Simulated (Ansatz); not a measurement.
`[CH3][SnH]([OH])[Cl]` + H–F → `[CH3][SnH]([OH])[F]` + HCl at 400 K and 1 bar (ligand exchange at the Sn–Cl bond).

Program: Ansatz. Geometries: PBE0-D4/def2-TZVP. ΔE: electronic, gas phase. CCSD(T)/CBS is the MP2 limit (def2-TZVPP, def2-QZVPP) plus CCSD(T) − MP2 in def2-TZVPP, frozen cores. This one scheme is used for every species. Elements past krypton have def2 core potentials. For Sn outer-core shells are correlated without core-valence functions, which leaves a few kJ/mol of doubt a bond. Each species was taken in one conformer, which may not be the lowest.

```tsv
species	CCSD(T)/CBS energy (Eh)	H − E (kJ/mol)	S (J/(mol·K))
`[CH3][SnH]([OH])[Cl]`	-790.11028	184.4	404.8
H–F	-100.39570	36.5	182.2
`[CH3][SnH]([OH])[F]`	-430.11060	185.2	393.0
HCl	-460.38127	29.6	195.4
```

H − E and S are ideal-gas, rigid-rotor, harmonic terms from PBE0-D4/def2-TZVP, for one conformer and one mirror image of each species. 1 Eh = 2625.50 kJ/mol, R = 8.31446 J/(mol·K).

Q: By hand: ΔE, ΔH, ΔS and ΔG.

A: ΔE = (-430.11060) + (-460.38127) − (-790.11028) − (-100.39570) = 0.01411 Eh = 37.0 kJ/mol. Δ(H − E) = 185.2 + 29.6 − 184.4 − 36.5 = -6.1, so ΔH = 30.9 kJ/mol. ΔS = 393.0 + 195.4 − 404.8 − 182.2 = 1.4 J/(mol·K). ΔG = 30.9 − 400 × (1.4)/1000 = 30.3 kJ/mol.

Q: By hand: the equilibrium constant, and the temperature at which ΔG would vanish if ΔH and ΔS stayed fixed.

A: log₁₀ K = −ΔG/(RT ln 10) = -4.0. ΔG = 0 at ΔH/ΔS = 22071 K, far beyond where these terms or the molecules hold.

The number of gas molecules stays the same, so ΔS is small and ΔH decides. A doubt of 5 kJ/mol in ΔE shifts log₁₀ K by 0.7 here. Other conformers and mirror images would add mixing entropy, several J/(mol·K) or more a flexible species. Modes under 60 cm⁻¹, often nearly free rotors, make the harmonic entropy too high. These are equilibria of isolated gas molecules and say nothing of rates. Largest T1 diagnostic: 0.013 (customary marks: 0.02 for closed shells, 0.045 for open ones).
